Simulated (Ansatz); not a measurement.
Ansatz (a quantum-chemistry and plane-wave program) input (B3LYP-D3(BJ)/def2-TZVP):

Ansatz 0.2 input:
```yaml
crystal:
  periodic: [false, false, false]
  atoms:
    - {symbol: Sn, position_ang: [-0.00000000, -0.00000000, -1.34613094]}
    - {symbol: I, position_ang: [0.00000000, 0.00000000, 1.26993485]}
basis:
  gaussian:
    orbitals: def2-TZVP
hamiltonian:
  xc: b3lyp
  dispersion: d3bj
total_charge: 1
phonons: {temperatures: {t_min: 298.15, t_max: 298.15, t_step: 100}}
```

Output:

```
Functional definition: B3LYP
integrals: 0.03 GiB planned
843 factors; their error is unknown
mean field: 0.30 GiB planned
mean field evaluation 1: about -13927.1290 eV, gradient 3.3e1 eV
mean field evaluation 2: about -13868.0082 eV, gradient 1.2e2 eV
mean field evaluation 4: about -13930.8134 eV, gradient 8.9e0 eV
mean field evaluation 8: about -13930.9946 eV, gradient 1.2e-1 eV
mean field evaluation 16: about -13931.2853 eV, gradient 6.3e-5 eV
mean field -13931.28527856 eV, -511.9652910228 hartree, gradient 6.0e-5 eV, S^2 0.000000; 0 other end points of the search recorded, 0 dependent functions left out
the calculation of the forces begins
reference -13931.28546849 eV, -511.9652980026 hartree; 23, 23 occupied and 77, 77 virtual orbitals, 843 factors
these checks for a lower state are left out or cut short: stability, starts, cluster_reference, orbital_swaps, neighbouring_geometries, increment
integrals: 0.03 GiB planned
843 factors; their error is unknown
mean field: 0.30 GiB planned
mean field -13931.28527857 eV, -511.9652910232 hartree, gradient 1.7e-6 eV, S^2 0.000000; 0 other end points of the search recorded, 0 dependent functions left out
the calculation of the forces begins
reference -13931.28546850 eV, -511.9652980030 hartree; 23, 23 occupied and 77, 77 virtual orbitals, 843 factors
these checks for a lower state are left out or cut short: stability, starts, cluster_reference, orbital_swaps, neighbouring_geometries, increment
integrals: 0.03 GiB planned
843 factors; their error is unknown
mean field: 0.30 GiB planned
mean field evaluation 32: about -13931.2853 eV, gradient 1.7e-6 eV
mean field -13931.28527857 eV, -511.9652910232 hartree, gradient 1.7e-6 eV, S^2 0.000000; 0 other end points of the search recorded, 0 dependent functions left out
the calculation of the forces begins
reference -13931.28546850 eV, -511.9652980030 hartree; 23, 23 occupied and 77, 77 virtual orbitals, 843 factors
these checks for a lower state are left out or cut short: stability, starts, cluster_reference, orbital_swaps, neighbouring_geometries, increment
integrals: 0.03 GiB planned
843 factors; their error is unknown
mean field: 0.30 GiB planned
mean field -13931.28527857 eV, -511.9652910231 hartree, gradient 1.7e-6 eV, S^2 0.000000; 0 other end points of the search recorded, 0 dependent functions left out
the calculation of the forces begins
reference -13931.28546850 eV, -511.9652980029 hartree; 23, 23 occupied and 77, 77 virtual orbitals, 843 factors
these checks for a lower state are left out or cut short: stability, starts, cluster_reference, orbital_swaps, neighbouring_geometries, increment
integrals: 0.03 GiB planned
843 factors; their error is unknown
mean field: 0.30 GiB planned
mean field -13931.28527857 eV, -511.9652910231 hartree, gradient 1.7e-6 eV, S^2 0.000000; 0 other end points of the search recorded, 0 dependent functions left out
the calculation of the forces begins
reference -13931.28546850 eV, -511.9652980029 hartree; 23, 23 occupied and 77, 77 virtual orbitals, 843 factors
these checks for a lower state are left out or cut short: stability, starts, cluster_reference, orbital_swaps, neighbouring_geometries, increment
integrals: 0.03 GiB planned
843 factors; their error is unknown
mean field: 0.30 GiB planned
mean field -13931.28521874 eV, -511.9652888246 hartree, gradient 1.7e-6 eV, S^2 0.000000; 0 other end points of the search recorded, 0 dependent functions left out
the calculation of the forces begins
reference -13931.28540863 eV, -511.9652958029 hartree; 23, 23 occupied and 77, 77 virtual orbitals, 843 factors
these checks for a lower state are left out or cut short: stability, starts, cluster_reference, orbital_swaps, neighbouring_geometries, increment
integrals: 0.03 GiB planned
843 factors; their error is unknown
mean field: 0.30 GiB planned
mean field evaluation 64: about -13931.2853 eV, gradient 1.7e-6 eV
mean field -13931.28526116 eV, -511.9652903834 hartree, gradient 1.7e-6 eV, S^2 0.000000; 0 other end points of the search recorded, 0 dependent functions left out
the calculation of the forces begins
reference -13931.28545113 eV, -511.9652973648 hartree; 23, 23 occupied and 77, 77 virtual orbitals, 843 factors
these checks for a lower state are left out or cut short: stability, starts, cluster_reference, orbital_swaps, neighbouring_geometries, increment
integrals: 0.03 GiB planned
843 factors; their error is unknown
mean field: 0.30 GiB planned
mean field -13931.28527857 eV, -511.9652910232 hartree, gradient 1.7e-6 eV, S^2 0.000000; 0 other end points of the search recorded, 0 dependent functions left out
the calculation of the forces begins
reference -13931.28546850 eV, -511.9652980030 hartree; 23, 23 occupied and 77, 77 virtual orbitals, 843 factors
these checks for a lower state are left out or cut short: stability, starts, cluster_reference, orbital_swaps, neighbouring_geometries, increment
integrals: 0.03 GiB planned
843 factors; their error is unknown
mean field: 0.30 GiB planned
mean field -13931.28527857 eV, -511.9652910232 hartree, gradient 1.7e-6 eV, S^2 0.000000; 0 other end points of the search recorded, 0 dependent functions left out
the calculation of the forces begins
reference -13931.28546850 eV, -511.9652980030 hartree; 23, 23 occupied and 77, 77 virtual orbitals, 843 factors
these checks for a lower state are left out or cut short: stability, starts, cluster_reference, orbital_swaps, neighbouring_geometries, increment
integrals: 0.03 GiB planned
843 factors; their error is unknown
mean field: 0.30 GiB planned
mean field -13931.28527857 eV, -511.9652910231 hartree, gradient 1.7e-6 eV, S^2 0.000000; 0 other end points of the search recorded, 0 dependent functions left out
the calculation of the forces begins
reference -13931.28546850 eV, -511.9652980029 hartree; 23, 23 occupied and 77, 77 virtual orbitals, 843 factors
these checks for a lower state are left out or cut short: stability, starts, cluster_reference, orbital_swaps, neighbouring_geometries, increment
integrals: 0.03 GiB planned
843 factors; their error is unknown
mean field: 0.30 GiB planned
mean field evaluation 96: about -13931.2853 eV, gradient 1.7e-6 eV
mean field -13931.28527857 eV, -511.9652910231 hartree, gradient 1.7e-6 eV, S^2 0.000000; 0 other end points of the search recorded, 0 dependent functions left out
the calculation of the forces begins
reference -13931.28546850 eV, -511.9652980029 hartree; 23, 23 occupied and 77, 77 virtual orbitals, 843 factors
these checks for a lower state are left out or cut short: stability, starts, cluster_reference, orbital_swaps, neighbouring_geometries, increment
integrals: 0.03 GiB planned
843 factors; their error is unknown
mean field: 0.30 GiB planned
mean field -13931.28526116 eV, -511.9652903834 hartree, gradient 1.7e-6 eV, S^2 0.000000; 0 other end points of the search recorded, 0 dependent functions left out
the calculation of the forces begins
reference -13931.28545113 eV, -511.9652973648 hartree; 23, 23 occupied and 77, 77 virtual orbitals, 843 factors
these checks for a lower state are left out or cut short: stability, starts, cluster_reference, orbital_swaps, neighbouring_geometries, increment
integrals: 0.03 GiB planned
843 factors; their error is unknown
mean field: 0.30 GiB planned
mean field -13931.28521874 eV, -511.9652888246 hartree, gradient 1.7e-6 eV, S^2 0.000000; 0 other end points of the search recorded, 0 dependent functions left out
the calculation of the forces begins
reference -13931.28540863 eV, -511.9652958029 hartree; 23, 23 occupied and 77, 77 virtual orbitals, 843 factors
Total energy: -13931.40199610 eV, -511.9695803133 hartree
Atom 0 at    -0.000000    -0.000000    -1.346131 Å, force    -0.000000    -0.000000    -0.002798 eV/Å
Atom 1 at     0.000000     0.000000     1.269935 Å, force     0.000000     0.000000     0.002798 eV/Å
Dipole moment:     0.000000     0.000000    -0.851067 e Å
Vibrations: 234.16 cm⁻¹, zero-point energy 0.014516 eV
```
